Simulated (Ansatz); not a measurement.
A search over several starts for the lowest SCF solution of CaTe₂⁻ at the given spin, in a small basis.

```yaml
crystal:
  periodic: [false, false, false]
  atoms:
    - {symbol: Ca, position_ang: [1.231423, 0.943126, 0.475588]}
    - {symbol: Te, position_ang: [-0.497809, 0.039049, -1.555631]}
    - {symbol: Te, position_ang: [-0.733613, -0.982175, 1.080043]}
basis:
  gaussian: {orbitals: def2-SVP}
total_charge: -1
magnetization: {spin_polarized: true, initial_magnetization: 1}
hamiltonian: {xc: pbe0, dispersion: d4}
output: {orbitals: {seedname: orbitals}}
```

```sh
$ ansatz run in.yaml --threads 4 --pin off --events-out ev --progress --plain --max-ram 3916MiB
```

Output, abridged:

```
Functional definition: PBE0
940 factors; integrals over basis functions are off by at most 2.4e-4 eV
mean field evaluation 1: about -33021.2186 eV, gradient 6.1e0 eV
mean field evaluation 2: about -33021.3145 eV, gradient 5.7e0 eV
mean field evaluation 4: about -33021.5345 eV, gradient 3.8e-1 eV
mean field evaluation 8: about -33021.6615 eV, gradient 5.2e-2 eV
mean field evaluation 16: about -33021.6616 eV, gradient 1.5e-4 eV
mean field -33021.66158500 eV, -1213.5236803627 hartree, gradient 3.9e-5 eV, S^2 0.750557; 1 other end points of the search recorded, 0 dependent functions left out
reference -33021.66162383 eV, -1213.5236817896 hartree; 35, 34 occupied and 41, 42 virtual orbitals, 940 factors
Total energy: -33021.78232974 eV, -1213.5281176498 hartree
```

Hardware: 4 threads of Intel Xeon on a shared host. Wall time 2.4 s.

In the def2 sets Te takes a core potential; there is no spin–orbit coupling. The structure comes from a short search, and lower isomers may exist.
